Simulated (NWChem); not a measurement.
System: C2H4OS; SMILES C(S)C=O

```xyz
8

O     -0.3943     2.1210    -0.1346
C     -0.2304     1.0316     0.3386
C      0.8595     0.0781    -0.0860
S      0.1796    -1.5453    -0.5509
H     -0.9051     0.6342     1.1427
H      1.6048    -0.0362     0.7178
H      1.3659     0.4875    -0.9718
H     -0.0411    -1.9911     0.7050
```
Atoms are numbered in this order, from 1.

Coordinates come from a PBE0/def2-SVP optimisation. B3LYP is NWChem's, with the RPA form of VWN correlation.

 Unshifted, non-relativistic core excitations; the lowest 4 roots alone, so stronger bands may lie above.

List the first O K-edge excitations from B3LYP/6-311G** (spherical d), restricted-window TDA (NWChem).


| state | energy (eV) | dipole oscillator strength | leading excitation (squared amplitude) |
|---|---|---|---|
| S1 | 516.6 | 0.0406 | 1s of atom 1 or its equivalents → LUMO (0.97) |
| S2 | 519.7 | 0.0013 | 1s of atom 1 or its equivalents → LUMO+1 (0.97) |
| S3 | 520.5 | 0.0013 | 1s of atom 1 or its equivalents → LUMO+2 (0.96) |
| S4 | 521.3 | 0.0004 | 1s of atom 1 or its equivalents → LUMO+3 (0.95) |
